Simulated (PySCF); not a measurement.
**Unknown compound**

An unknown has the formula C5H3ClO2. Its calculated NMR data are:

$^{1}$H NMR (400 MHz, computed): δ 7.69 (m, 1H), 7.44 (m, 1H), 6.69 (m, 1H).

$^{13}$C{$^{1}$H} NMR (computed): δ 158.5, 146.1, 145.8, 118.1, 112.2.

PySCF 2.14 calculation with shielding tensors at KT3/pcSseg-2 (GIAO) and structure optimised with PBE0-D3(BJ)/def2-TZVP; no relativistic terms, one conformer, gas phase.

Shifts are taken against calculated references (same method and geometry level): TMS for $^{1}$H (31.63 ppm), $^{13}$C (183.24 ppm).

**Question.** Propose a structure and justify it.

**Answer.** 
1. The formula gives 4 degrees of unsaturation (1 ring in the answer).
2. 5 carbon signals for 5 carbons: no two carbons are equivalent.
3. Carbon types of the structure: 2 × C, 3 × CH, which accounts for all hydrogens.
4. δC 158.5: carbonyl carbon.
5. δC 146.1: aromatic CH next to the ring oxygen.
6. δC 145.8: substituted aromatic carbon next to the ring oxygen.
7. δC 118.1, 112.2: aromatic CH.
8. δH 7.69: hydrogen on an aromatic CH next to the ring oxygen; aromatic region.
9. δH 7.44, 6.69: hydrogen on an aromatic CH; it sits in the deshielding region of the aromatic ring current.

Structure: SMILES O=C(Cl)c1ccco1.

The data come from this structure; uniqueness wasn't tested.

Carbons that carry Cl, above all several Cl atoms, come out too deshielded, partly because spin–orbit coupling is missing. Shifts are as computed. Against solution values, carbons near 30 ppm lie about +3 ppm off and those near 130 ppm about -1 ppm; carbons on Cl a further +7 ppm. Of 1211 compounds with measured shifts, 218 miss one by over three times the rms of a fit or turn the order of signals round; such compounds aren't used in these exercises. No couplings were computed; multiplicities are counted from neighbouring protons, with m where these are inequivalent, close in shift, in a saturated or five-membered ring or joined by F or P, and br s for small geminal =CH2 splittings.
